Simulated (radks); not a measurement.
Coulomb parameter of the 3d shell of neutral chromium in the model configuration [Ar] 3d5 4s1, as a second difference U = [E(n + 0.25) + E(n - 0.25) - 2 E(n)] / (0.25)^2 with all orbitals relaxed. "Bare": the charge of the atom changes with n. "Screened": the 4s shell takes up the change at fixed total charge, which measures U(3d,3d) + U(4s,4s) - 2 U(3d,4s). Method: Dirac Kohn-Sham, PBE, spin-unpolarised, spherical densities, finite nucleus; open shells are shared between the two j in proportion to 2j + 1; Fermi nuclear charge, rms radius 3.6452 fm; computed with a radial shooting solver on a logarithmic mesh with Libxc functionals.

| case | configuration | E - E(n) (eV) |
|---|---|---|
| start | [Ar] 3d5 4s1 | 0.000 |
| bare +0.25 | [Ar] 3d5.25 4s1 | -0.478 |
| bare -0.25 | [Ar] 3d4.75 4s1 | 1.008 |
| screened +0.25 | [Ar] 3d5.25 4s0.75 | 0.321 |
| screened -0.25 | [Ar] 3d4.75 4s1.25 | -0.220 |

U(bare) = 8.472 eV, U(screened by 4s) = 1.611 eV. The step up makes a negative ion, whose loosely bound charge lowers the bare value.
